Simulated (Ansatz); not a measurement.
System: C4H12O2Si (charge 0, singlet). SMILES: [Si](C)(OC)(C)OC
Geometry from a B3LYP-D3(BJ)/def2-TZVP (Ansatz, a first-principles code) optimisation:
```
Si
O 1 1.6401
C 2 1.4171 1 124.63
H 3 1.0901 2 108.13 1 -176.23
H 3 1.0930 4 108.91 2 -120.90
H 3 1.0949 4 108.45 5 -118.24
O 1 1.6519 2 106.13 3 55.30
C 7 1.4124 1 125.53 2 -172.85
H 8 1.0904 7 108.36 1 179.44
H 8 1.0950 9 108.38 7 121.32
H 8 1.0954 9 108.26 10 117.48
C 1 1.8594 2 106.66 3 174.31
H 12 1.0914 1 110.55 2 -57.19
H 12 1.0919 13 108.12 1 -121.71
H 12 1.0927 13 108.13 14 -116.39
C 1 1.8698 2 111.41 3 -63.53
H 16 1.0922 1 110.69 2 -58.84
H 16 1.0923 17 107.95 1 -122.22
H 16 1.0928 17 107.51 18 -115.80
```

Property: atomisation energy (electronic, to ground-state atoms), in kcal/mol. Valence correlation only, unless marked. Open shells are spin-unrestricted. Spin-orbit coupling is left out. Non-relativistic. The coupled-cluster limit lacks core correlation, which all-electron functionals hold. CBS(X,Y): correlation extrapolated as X^-3; Hartree-Fock from the larger set. [CCSD(T)-MP2]/basis is that difference in the basis named.

```
level                                                                 program  atomisation energy (kcal/mol)
-------------------------------------------------------------  --------------  -----------------------------
r2SCAN-D4/def2-TZVPD                                           Ansatz + dftd4                         1782.0
PBE0-D3(BJ)/def2-TZVP                                          Ansatz + dftd3                              …
BHLYP-D4/def2-TZVPD                                            Ansatz + dftd4                         1735.6
B2PLYP-D3(BJ)/def2-TZVPD                                       Ansatz + dftd3                         1763.7
SCS-MP2/aug-cc-pV(D+d)Z                                                Ansatz                         1678.1
CCSD/6-31G*                                                            Ansatz                              …
RI-MP2/CBS(cc-pV(T+d)Z,cc-pV(Q+d)Z)+[CCSD(T)-MP2]/cc-pV(D+d)Z          Ansatz                         1786.1
```

**Question.** What belongs in the gaps?

**Answer.** 
- PBE0-D3(BJ)/def2-TZVP, atomisation energy (kcal/mol): 1778.4
- CCSD/6-31G*, atomisation energy (kcal/mol): 1604.3
